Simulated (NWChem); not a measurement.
System: BO cation

Input file for NWChem:

```
start job
memory heap 200 mb stack 900 mb global 1100 mb
charge 1
geometry units angstroms noautosym nocenter noautoz
  B      0.000000     0.000000    -0.725316
  O      0.000000     0.000000     0.461112
end
basis spherical
  * library def2-tzvp
end
dft
  xc bhlyp
  iterations 150
end
tddft
  cis
  ecut -5.9
  nroots 6
  notriplet
end
task tddft energy
```

The geometry was optimised at PBE0/def2-SVP.

Core excitations by TDA in a window of 1s orbitals, non-relativistic and unshifted: absolute energies depend strongly on the exact-exchange share.

What results follow from this input? (BHandHLYP/def2-TZVP, restricted-window TDA.) Quantities: first 1s excitation (eV); dipole oscillator strength of the first; first state with f > 0.002 (eV); dipole oscillator strength of that state.


```
Quantity                                  Result
----------------------------------------  ------
first 1s excitation (eV)                   184.8
dipole oscillator strength of the first   0.0680
first state with f > 0.002 (eV)            184.8
dipole oscillator strength of that state  0.0680
```
